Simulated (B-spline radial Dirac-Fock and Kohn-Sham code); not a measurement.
## Elastic electron scattering at 500 eV, H to Cr

The computed values come from a radial finite-basis atomic code: relativistic (Dirac) partial waves in the static field of the Dirac-Fock atom with Furness-McCarthy exchange, without polarisation or absorption potentials. σ_tr1 and σ_tr2 weight the cross section with 1 − P₁ and 1 − P₂ of cos θ; "backward" is the share scattered beyond 90°.

| Z | element | σ (a₀²) | σ_tr1 (a₀²) | σ_tr2 (a₀²) | backward (%) | dσ/dΩ at 90° (a₀²/sr) |
| --- | --- | --- | --- | --- | --- | --- |
| 1 | H | 0.208 | 0.0185 | 0.0413 | 1.2 | 0.000777 |
| 2 | He | 0.329 | 0.0585 | 0.118 | 3.3 | 0.00332 |
| 2 | He | 0.329 | 0.0585 | 0.118 | 3.3 | 0.00332 |
| 3 | Li | 1.95 | 0.129 | 0.262 | 1.3 | 0.00738 |
| 4 | Be | 2.89 | 0.223 | 0.449 | 1.6 | 0.0126 |
| 5 | B | 3.34 | 0.329 | 0.648 | 2.1 | 0.0188 |
| 6 | C | 3.43 | 0.439 | 0.830 | 3.0 | 0.0262 |
| 7 | N | 3.36 | 0.546 | 0.984 | 4.2 | 0.0348 |
| 8 | O | 3.21 | 0.649 | 1.10 | 5.8 | 0.0438 |
| 9 | F | 3.04 | 0.746 | 1.18 | 7.9 | 0.0519 |
| 10 | Ne | 2.87 | 0.837 | 1.23 | 10 | 0.0578 |
| 12 | Mg | 5.99 | 1.05 | 1.44 | 6.7 | 0.0635 |
| 13 | Al | 7.32 | 1.17 | 1.57 | 6.1 | 0.0645 |
| 14 | Si | 7.87 | 1.28 | 1.70 | 6.3 | 0.0648 |
| 15 | P | 7.99 | 1.40 | 1.83 | 6.8 | 0.0649 |
| 16 | S | 7.87 | 1.52 | 1.94 | 7.5 | 0.0651 |
| 17 | Cl | 7.62 | 1.64 | 2.04 | 8.3 | 0.0656 |
| 18 | Ar | 7.31 | 1.75 | 2.11 | 9.3 | 0.0667 |
| 19 | K | 10.2 | 1.87 | 2.24 | 7.1 | 0.0690 |
| 20 | Ca | 12.2 | 2.01 | 2.38 | 6.4 | 0.0719 |
| 21 | Sc | 11.7 | 2.12 | 2.44 | 7.0 | 0.0746 |
| 22 | Ti | 11.1 | 2.22 | 2.46 | 7.8 | 0.0775 |
| 23 | V | 10.6 | 2.31 | 2.46 | 8.7 | 0.0808 |
| 24 | Cr | 8.81 | 2.38 | 2.38 | 11 | 0.0842 |
